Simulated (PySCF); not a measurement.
H5B3N3, doublet, at a GFN2-xTB geometry. Base run: CCSD/STO-3G in PySCF.

Input for PySCF:
```python
from pyscf import gto, scf, cc

mol = gto.M(
    atom='''
B    -0.910625    1.131495    0.290768
N    -1.376959   -0.125734    0.016191
B    -0.697194   -1.278310   -0.271863
N     0.738839   -1.115496   -0.281443
B     1.357802    0.123985   -0.015966
N     0.530975    1.231447    0.266511
H    -1.573257    2.068270    0.528503
H    -1.184589   -2.320098   -0.496074
H     1.295052   -1.931439   -0.487825
H     2.528002    0.230840   -0.029726
H     0.934891    2.135062    0.461604
''',
    basis='sto-3g',
    charge=0,
    spin=1,
    verbose=4,
)

mf = scf.UHF(mol)
mf.kernel()

mycc = cc.CCSD(mf)
mycc.kernel()
print('E(CCSD) = %.10f' % mycc.e_tot)
```

Variants of this job, named by their change:

| change | ΔE vs base (mEh) | MP2 correlation (Eh) | CC correlation without the perturbative part (Eh) | basis functions |
|---|---|---|---|---|
| base | 0.000 | -0.25166 | -0.31094 | 35 |
| cc.level_shift = 0.2 | 0.000 | -0.25166 | -0.31094 | 35 |
| density fitting = JK and correlation | -0.656 | -0.25163 | -0.31092 | 35 |
| cc.diis_space = 3 | 0.000 | -0.25166 | -0.31094 | 35 |
| frozen = 5 | 1.859 | -0.24963 | -0.30908 | 35 |
| cc.diis_space = 10 | 0.000 | -0.25166 | -0.31094 | 35 |
| cc.conv_tol = 1e-5 | 0.000 | -0.25166 | -0.31094 | 35 |
| frozen = 6 | 2.445 | -0.24900 | -0.30850 | 35 |
| cc.iterative_damping = 0.8 | 0.000 | -0.25166 | -0.31094 | 35 |
| cc.conv_tol = 1e-9 | 0.000 | -0.25166 | -0.31094 | 35 |

Open shells are given as the SCF converged; they aren't shown to be the lowest states, and a large step between rows can be another state.
